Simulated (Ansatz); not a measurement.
Born–Oppenheimer molecular dynamics of C2H10ClNOSi2 (17 atoms, charge 0, multiplicity 1). It goes on from the last frame of an earlier run, with new velocities.

All numbers below come from RKS PBE0/STO-3G in Ansatz.

```json
{"ensemble": "NVE (velocity Verlet)", "time step": "0.5 fs", "steps asked": "244", "starting velocities drawn for": "700 K", "seed": "977483"}
```

Frames 0.5 fs apart, positions in Å.

Velocities at 20 fs (Å/ps):

```
Si -5.51 3.60 2.55
O 3.01 5.97 -5.13
H -6.32 -31.20 17.13
Cl 2.83 -1.17 -1.25
N -5.08 1.39 -8.97
C 3.27 -9.15 4.31
H 2.21 20.98 -7.70
H 22.84 -24.34 10.24
H -23.94 -4.57 14.56
C 4.25 -2.61 2.63
H 17.13 -60.87 48.12
H -13.07 -18.89 12.23
H -12.37 12.12 17.61
Si -1.31 2.04 -0.25
H 15.81 15.92 28.76
H 5.28 -3.51 -2.05
H 16.05 4.44 -35.44
```

```xyz
17
Properties=species:S:1:pos:R:3 time_fs=20 energy_less_start_eV=0.277 T=556
Si -0.065 -0.144 -0.176
O 0.759 0.013 1.311
H 1.568 0.497 0.954
Cl 1.171 0.080 -1.900
N -1.151 1.300 -0.223
C -1.806 1.546 -1.536
H -2.303 0.727 -1.928
H -2.437 2.295 -1.246
H -1.165 1.946 -2.279
C -0.689 2.698 0.131
H 0.076 2.967 -0.637
H -1.499 3.489 0.151
H -0.175 2.661 1.093
Si -1.340 -2.041 -0.474
H -2.363 -1.996 0.503
H -1.819 -2.029 -1.792
H -0.547 -3.206 -0.489
17
Properties=species:S:1:pos:R:3 time_fs=20.5 energy_less_start_eV=0.373 T=508
Si -0.067 -0.142 -0.175
O 0.760 0.016 1.309
H 1.566 0.481 0.963
Cl 1.173 0.079 -1.901
N -1.154 1.301 -0.228
C -1.804 1.542 -1.534
H -2.304 0.734 -1.933
H -2.430 2.286 -1.241
H -1.175 1.944 -2.274
C -0.687 2.697 0.132
H 0.084 2.937 -0.612
H -1.505 3.478 0.157
H -0.181 2.667 1.102
Si -1.341 -2.039 -0.474
H -2.356 -1.989 0.518
H -1.817 -2.030 -1.794
H -0.539 -3.204 -0.506
17
Properties=species:S:1:pos:R:3 time_fs=21 energy_less_start_eV=0.401 T=494
Si -0.070 -0.141 -0.174
O 0.762 0.019 1.306
H 1.567 0.468 0.973
Cl 1.174 0.079 -1.901
N -1.157 1.302 -0.232
C -1.802 1.537 -1.531
H -2.309 0.735 -1.940
H -2.430 2.284 -1.236
H -1.181 1.945 -2.272
C -0.684 2.695 0.133
H 0.092 2.910 -0.588
H -1.509 3.465 0.163
H -0.188 2.674 1.113
Si -1.341 -2.038 -0.474
H -2.350 -1.982 0.534
H -1.817 -2.031 -1.798
H -0.529 -3.205 -0.521
17
Properties=species:S:1:pos:R:3 time_fs=21.5 energy_less_start_eV=0.356 T=516
Si -0.073 -0.139 -0.172
O 0.763 0.021 1.303
H 1.573 0.458 0.983
Cl 1.176 0.078 -1.902
N -1.159 1.302 -0.236
C -1.799 1.532 -1.528
H -2.317 0.730 -1.950
H -2.439 2.288 -1.232
H -1.183 1.947 -2.275
C -0.682 2.693 0.135
H 0.102 2.886 -0.566
H -1.512 3.449 0.167
H -0.194 2.680 1.124
Si -1.341 -2.037 -0.474
H -2.345 -1.976 0.550
H -1.820 -2.031 -1.804
H -0.518 -3.206 -0.535
17
Properties=species:S:1:pos:R:3 time_fs=22 energy_less_start_eV=0.273 T=557
Si -0.077 -0.137 -0.171
O 0.764 0.024 1.301
H 1.585 0.450 0.992
Cl 1.177 0.077 -1.903
N -1.161 1.302 -0.240
C -1.796 1.527 -1.525
H -2.329 0.719 -1.961
H -2.455 2.298 -1.228
H -1.180 1.950 -2.282
C -0.679 2.691 0.137
H 0.114 2.866 -0.546
H -1.512 3.432 0.171
H -0.201 2.686 1.135
Si -1.342 -2.036 -0.474
H -2.341 -1.972 0.566
H -1.824 -2.029 -1.812
H -0.507 -3.209 -0.547
17
Properties=species:S:1:pos:R:3 time_fs=22.5 energy_less_start_eV=0.198 T=594
Si -0.080 -0.134 -0.170
O 0.765 0.026 1.298
H 1.602 0.445 1.000
Cl 1.179 0.077 -1.903
N -1.164 1.302 -0.244
C -1.794 1.522 -1.522
H -2.343 0.705 -1.972
H -2.475 2.311 -1.225
H -1.175 1.955 -2.292
C -0.677 2.689 0.139
H 0.128 2.850 -0.530
H -1.512 3.413 0.174
H -0.209 2.692 1.147
Si -1.342 -2.034 -0.474
H -2.337 -1.968 0.582
H -1.830 -2.027 -1.821
H -0.496 -3.211 -0.557
17
Properties=species:S:1:pos:R:3 time_fs=23 energy_less_start_eV=0.171 T=608
Si -0.084 -0.132 -0.169
O 0.765 0.028 1.295
H 1.623 0.442 1.008
Cl 1.180 0.076 -1.904
N -1.166 1.302 -0.248
C -1.792 1.518 -1.518
H -2.357 0.689 -1.984
H -2.499 2.325 -1.225
H -1.166 1.960 -2.304
C -0.674 2.685 0.142
H 0.145 2.839 -0.517
H -1.510 3.395 0.175
H -0.218 2.697 1.158
Si -1.342 -2.033 -0.474
H -2.333 -1.966 0.597
H -1.838 -2.024 -1.829
H -0.485 -3.213 -0.566
17
Properties=species:S:1:pos:R:3 time_fs=23.5 energy_less_start_eV=0.206 T=590
Si -0.087 -0.130 -0.168
O 0.766 0.030 1.293
H 1.646 0.441 1.016
Cl 1.182 0.075 -1.904
N -1.167 1.302 -0.251
C -1.790 1.514 -1.515
H -2.371 0.672 -1.994
H -2.524 2.338 -1.228
H -1.156 1.966 -2.317
C -0.672 2.682 0.145
H 0.164 2.832 -0.508
H -1.508 3.377 0.174
H -0.228 2.701 1.169
Si -1.342 -2.031 -0.474
H -2.329 -1.965 0.611
H -1.847 -2.020 -1.838
H -0.475 -3.215 -0.572
17
Properties=species:S:1:pos:R:3 time_fs=24 energy_less_start_eV=0.290 T=548
Si -0.091 -0.128 -0.166
O 0.766 0.032 1.290
H 1.670 0.440 1.024
Cl 1.183 0.075 -1.905
N -1.169 1.302 -0.254
C -1.789 1.510 -1.513
H -2.383 0.656 -2.002
H -2.548 2.348 -1.235
H -1.146 1.970 -2.329
C -0.669 2.678 0.149
H 0.185 2.830 -0.501
H -1.507 3.360 0.171
H -0.238 2.704 1.178
Si -1.342 -2.030 -0.474
H -2.324 -1.966 0.623
H -1.857 -2.015 -1.845
H -0.466 -3.215 -0.577
17
Properties=species:S:1:pos:R:3 time_fs=24.5 energy_less_start_eV=0.393 T=497
Si -0.095 -0.125 -0.165
O 0.767 0.034 1.287
H 1.693 0.438 1.033
Cl 1.185 0.074 -1.905
N -1.171 1.301 -0.256
C -1.789 1.506 -1.510
H -2.392 0.642 -2.006
H -2.571 2.355 -1.244
H -1.137 1.973 -2.339
C -0.666 2.673 0.153
H 0.206 2.832 -0.497
H -1.506 3.346 0.167
H -0.250 2.706 1.187
Si -1.342 -2.028 -0.474
H -2.319 -1.968 0.634
H -1.868 -2.010 -1.850
H -0.458 -3.215 -0.579
17
Properties=species:S:1:pos:R:3 time_fs=25 energy_less_start_eV=0.474 T=456
Si -0.098 -0.123 -0.164
O 0.767 0.036 1.284
H 1.713 0.436 1.042
Cl 1.187 0.073 -1.906
N -1.172 1.300 -0.258
C -1.789 1.504 -1.509
H -2.398 0.631 -2.008
H -2.590 2.358 -1.258
H -1.129 1.974 -2.347
C -0.663 2.668 0.157
H 0.227 2.837 -0.494
H -1.505 3.334 0.160
H -0.262 2.706 1.196
Si -1.342 -2.027 -0.475
H -2.312 -1.971 0.642
H -1.880 -2.003 -1.854
H -0.452 -3.212 -0.580
17
Properties=species:S:1:pos:R:3 time_fs=25.5 energy_less_start_eV=0.500 T=443
Si -0.102 -0.120 -0.164
O 0.768 0.038 1.282
H 1.728 0.432 1.052
Cl 1.188 0.073 -1.906
N -1.173 1.299 -0.260
C -1.791 1.501 -1.509
H -2.400 0.624 -2.006
H -2.607 2.355 -1.274
H -1.122 1.972 -2.352
C -0.659 2.662 0.162
H 0.245 2.846 -0.491
H -1.506 3.325 0.152
H -0.275 2.705 1.204
Si -1.341 -2.025 -0.475
H -2.305 -1.975 0.649
H -1.892 -1.996 -1.854
H -0.447 -3.208 -0.579
```

Of the whole run (122 fs, mean temperature of the second half 572 K): The conserved energy stayed within 0.57 meV per atom of its start (net change 0.051 meV per atom), so the integration is sound. A run of 0.12 ps of so small a system gives no equilibrium averages. Limits of this set-up: minimal basis.

The run took 21 min on 1 thread of Arm Neoverse V2, on a shared host, peak memory 0.16 GiB.
